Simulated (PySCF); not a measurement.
Be2F2, SMILES [F][Be][Be][F]. Heavy atoms are numbered as in [F:1][Be:2][Be:3][F:4].

Geometry optimised at PBE0-D3(BJ)/def2-TZVP. One conformer was computed; it need not be the lowest.

All values below come from PBE/def2-TZVPD (PySCF).

Mulliken values depend strongly on the basis, most of all with diffuse functions as here. Atomic charges (e), one atom of each kind:

```json
[
 {"atom": "F1", "Mulliken": "-0.05", "meta-Löwdin": "[?]"},
 {"atom": "Be2", "Mulliken": "0.05", "meta-Löwdin": "[?]"}
]
```

Question: Complete the blanks. (The exact figures need the calculation; the answer reports its results.)

Answer: 
- F1, meta-Löwdin: -0.84
- Be2, meta-Löwdin: 0.84
